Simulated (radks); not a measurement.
Task: The lithium anion Li-, [He] 2s2, held by a Watson sphere: a shell of charge +1 at radius R that stands for the Madelung well of a crystal (potential energy -1/R inside, -1/r outside, in hartree with lengths in bohr). Method: scalar-relativistic Kohn-Sham, PBEsol, spin-unpolarised, spherical densities, finite nucleus; Fermi nuclear charge, rms radius of each element as measured or else 0.836 A^(1/3) + 0.57 fm; computed with a radial shooting solver on a logarithmic mesh with Libxc functionals. Response by self-consistent Sternheimer equations with the Hartree and adiabatic LDA kernel, the relativistic mass of each level held fixed and spin-orbit coupling left out. The sphere does not respond.

R (bohr)  e(1s) (eV)  e(2s) (eV)  <r> 2s (bohr)  sum of <r^2> (bohr^2)  X-ray form factor at sin(theta)/lambda = 0.1 1/angstrom  alpha (bohr^3)
1.91         -53.354      -4.575          3.193                  25.00                                                    2.766           82.92
2.05         -52.715      -4.519          3.237                  25.61                                                    2.745           86.00
2.06         -52.674      -4.515          3.240                  25.66                                                    2.744           86.24
2.28         -51.917      -4.418          3.314                  26.73                                                    2.710           91.91
2.55         -51.268      -4.289          3.411                  28.18                                                    2.666           100.1
2.61         -51.155      -4.259          3.433                  28.52                                                    2.656           102.1
2.68         -51.035      -4.224          3.459                  28.92                                                    2.645           104.5
3.3          -50.349      -3.907          3.693                  32.73                                                    2.545           129.3

Estimate the row for R = 2.5 bohr.

Result: e(1s) (eV) -51.370; e(2s) (eV) -4.314; <r> 2s (bohr) 3.393; sum of <r^2> (bohr^2) 27.90; X-ray form factor at sin(theta)/lambda = 0.1 1/angstrom 2.674; alpha (bohr^3) 98.49.
